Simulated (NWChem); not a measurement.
System: PH, triplet; SMILES [PH]

Here is an NWChem input.

```
start job
memory heap 200 mb stack 900 mb global 1100 mb
geometry units angstroms noautosym nocenter noautoz
  P      0.000000     0.000000    -0.106552
  H      0.000000     0.000000     1.330555
end
basis spherical
  * library def2-svp
end
dft
  odft
  mult 3
  xc xtpss03 ctpss03
  iterations 150
end
task dft gradient
```

Excerpt of the output:

```
             Northwest Computational Chemistry Package (NWChem) 7.3.0
             --------------------------------------------------------

                             Geometry "geometry" -> ""
                             -------------------------

 Output coordinates in angstroms (scale by  1.889725989 to convert to a.u.)

  No.       Tag          Charge          X              Y              Z
 ---- ---------------- ---------- -------------- -------------- --------------
    1 P                   15.0000     0.00000000     0.00000000    -0.10655200
    2 H                    1.0000     0.00000000     0.00000000     1.33055500

 Effective nuclear repulsion energy (a.u.)       5.5233595933

                                 NWChem DFT Module
                                 -----------------

 Summary of "ao basis" -> "ao basis" (spherical)
 ------------------------------------------------------------------------------
       Tag                 Description            Shells   Functions and Types
 ---------------- ------------------------------  ------  ---------------------
 P                          def2-svp                 8       18   4s3p1d
 H                          def2-svp                 3        5   2s1p

            General Information
            -------------------
          SCF calculation type: DFT
          Wavefunction type:  spin polarized.
          No. of atoms     :     2
          No. of electrons :    16
           Alpha electrons :     9
            Beta electrons :     7
          Charge           :     0
          Spin multiplicity:     3
          Use of symmetry is: off; symmetry adaption is: off
          Maximum number of iterations: 150
          AO basis - number of functions:    23
                     number of shells:    11
          Convergence on energy requested:  1.00D-06
          Convergence on density requested:  1.00D-05
          Convergence on gradient requested:  5.00D-04

              XC Information
              --------------
                  TPSS metaGGA Exchange Functional  1.000
             TPSS03 metaGGA Correlation Functional  1.000

             Grid Information
             ----------------
          Grid used for XC integration:  medium
          Radial quadrature: Mura-Knowles
          Angular quadrature: Lebedev.
          Tag              B.-S. Rad. Rad. Pts. Rad. Cut. Ang. Pts.
          ---              ---------- --------- --------- ---------
          P                   1.00       88           7.0       590
          H                   0.35       45           7.0       434
          Grid pruning is: on
          Number of quadrature shells:   133
          Spatial weights used:  Erf1

      Superposition of Atomic Density Guess
      -------------------------------------

 Sum of atomic energies:        -341.03693934

      Non-variational initial energy
      ------------------------------

 Total energy =    -340.891084
 1-e energy   =    -482.681185
 2-e energy   =     136.266742
 HOMO         =      -0.170923
 LUMO         =      -0.170923

   convergence    iter        energy       DeltaE   RMS-Dens  Diis-err
 ---------------- ----- ----------------- --------- --------- ---------
 d= 0,ls=0.0,diis     1   -341.7797483192 -3.47D+02  1.06D-02  2.57D-02
                                                     5.13D-03  1.44D-02
 d= 0,ls=0.0,diis     2   -341.7916971017 -1.19D-02  3.39D-03  2.05D-03
                                                     3.92D-03  1.73D-03
 d= 0,ls=0.0,diis     3   -341.7931747561 -1.48D-03  9.38D-04  3.41D-04
                                                     5.52D-04  1.58D-04
 d= 0,ls=0.0,diis     4   -341.7933550908 -1.80D-04  1.88D-04  3.04D-06
                                                     2.55D-04  3.68D-06
 d= 0,ls=0.0,diis     5   -341.7933574725 -2.38D-06  9.64D-05  2.25D-06
                                                     8.55D-05  1.43D-06
  Resetting Diis
 d= 0,ls=0.0,diis     6   -341.7933591474 -1.67D-06  6.53D-06  1.35D-08
                                                     5.31D-06  4.41D-09
 d= 0,ls=0.0,diis     7   -341.7933591566 -9.19D-09  8.14D-07  1.21D-10
                                                     1.40D-06  4.02D-10

         Total DFT energy =     -341.793359156605
      One electron energy =     -483.057635653172
           Coulomb energy =      159.318255918518
    Exchange-Corr. energy =      -23.577339015214
 Nuclear repulsion energy =        5.523359593263

 Numeric. integr. density =       16.000004518016

                    DFT Final Alpha Molecular Orbital Analysis
                    ------------------------------------------

 Vector    7  Occ=1.000000D+00  E=-3.142804D-01
              MO Center= -1.2D-08,  1.4D-08,  1.7D-01, r^2= 1.9D+00
   Bfn.  Coefficient  Atom+Function         Bfn.  Coefficient  Atom+Function
  ----- ------------  ---------------      ----- ------------  ---------------
    19      0.369574  2 H  s                 10      0.340636  1 P  pz
    13      0.320257  1 P  pz                 4     -0.309519  1 P  s
     3     -0.286672  1 P  s                 20      0.227502  2 H  s
     7     -0.192027  1 P  pz                 2     -0.190917  1 P  s
    16      0.070778  1 P  d  0               1     -0.029518  1 P  s

 Vector    8  Occ=1.000000D+00  E=-2.274011D-01
              MO Center=  1.4D-08, -1.5D-08, -8.0D-02, r^2= 1.7D+00
   Bfn.  Coefficient  Atom+Function         Bfn.  Coefficient  Atom+Function
  ----- ------------  ---------------      ----- ------------  ---------------
    12     -0.486618  1 P  py                11      0.444704  1 P  px
     9     -0.345532  1 P  py                 8      0.315770  1 P  px
     6      0.188788  1 P  py                 5     -0.172527  1 P  px

 Vector    9  Occ=1.000000D+00  E=-2.274011D-01
              MO Center= -5.0D-10, -4.0D-10, -8.0D-02, r^2= 1.7D+00
   Bfn.  Coefficient  Atom+Function         Bfn.  Coefficient  Atom+Function
  ----- ------------  ---------------      ----- ------------  ---------------
    11      0.486618  1 P  px                12      0.444704  1 P  py
     8      0.345532  1 P  px                 9      0.315770  1 P  py
     5     -0.188788  1 P  px                 6     -0.172527  1 P  py

 Vector   10  Occ=0.000000D+00  E= 2.014622D-02
              MO Center= -8.1D-10,  1.3D-09,  6.4D-01, r^2= 3.0D+00
   Bfn.  Coefficient  Atom+Function         Bfn.  Coefficient  Atom+Function
  ----- ------------  ---------------      ----- ------------  ---------------
    20      1.379560  2 H  s                 13     -1.070749  1 P  pz
     4     -0.703522  1 P  s                 19      0.317773  2 H  s
     3     -0.286399  1 P  s                 10     -0.277842  1 P  pz
     7      0.160315  1 P  pz                 2     -0.149825  1 P  s
    16      0.138918  1 P  d  0

 Vector   11  Occ=0.000000D+00  E= 2.226420D-01
              MO Center=  5.6D-08, -6.1D-08,  1.0D-01, r^2= 3.0D+00
   Bfn.  Coefficient  Atom+Function         Bfn.  Coefficient  Atom+Function
  ----- ------------  ---------------      ----- ------------  ---------------
     4     -2.019186  1 P  s                  3      1.860147  1 P  s
     2      0.423367  1 P  s                 13     -0.394080  1 P  pz
    19      0.358025  2 H  s                 16      0.200278  1 P  d  0
    20      0.157654  2 H  s                  1      0.058173  1 P  s
    23     -0.026606  2 H  pz

 Vector   12  Occ=0.000000D+00  E= 3.359101D-01
              MO Center=  2.6D-08, -2.9D-08,  6.8D-01, r^2= 3.5D+00
   Bfn.  Coefficient  Atom+Function         Bfn.  Coefficient  Atom+Function
  ----- ------------  ---------------      ----- ------------  ---------------
     4      1.582118  1 P  s                 20     -1.544057  2 H  s
     3     -0.958657  1 P  s                 19      0.714461  2 H  s
    16      0.398344  1 P  d  0              10      0.363751  1 P  pz
     2     -0.226306  1 P  s                  7     -0.101559  1 P  pz
     1     -0.030930  1 P  s

                     DFT Final Beta Molecular Orbital Analysis
                     -----------------------------------------

 Vector    5  Occ=1.000000D+00  E=-4.562499D+00
              MO Center= -3.5D-10,  3.9D-10, -1.1D-01, r^2= 8.3D-02
   Bfn.  Coefficient  Atom+Function         Bfn.  Coefficient  Atom+Function
  ----- ------------  ---------------      ----- ------------  ---------------
     6     -0.727279  1 P  py                 5      0.662185  1 P  px
     9     -0.035539  1 P  py                 8      0.032358  1 P  px

 Vector    6  Occ=1.000000D+00  E=-5.105572D-01
              MO Center= -2.0D-09,  1.7D-09,  4.2D-01, r^2= 1.2D+00
   Bfn.  Coefficient  Atom+Function         Bfn.  Coefficient  Atom+Function
  ----- ------------  ---------------      ----- ------------  ---------------
     3      0.635704  1 P  s                  2      0.424711  1 P  s
    19      0.291158  2 H  s                  4      0.252964  1 P  s
    10      0.094844  1 P  pz                20      0.078525  2 H  s
     1      0.067901  1 P  s                  7     -0.057700  1 P  pz
    13      0.046657  1 P  pz                16      0.044974  1 P  d  0

[...]

                         DFT ENERGY GRADIENTS

    atom               coordinates                        gradient
                 x          y          z           x          y          z
   1 P       0.000000   0.000000  -0.201354    0.000000   0.000000   0.001083
   2 H       0.000000   0.000000   2.514384   -0.000000  -0.000000  -0.001083
```

Level: TPSS/def2-SVP, spin-unrestricted. Structure relaxed at the PBE0/def2-SVP, spin-unrestricted level. No stability test was run on the SCF state.
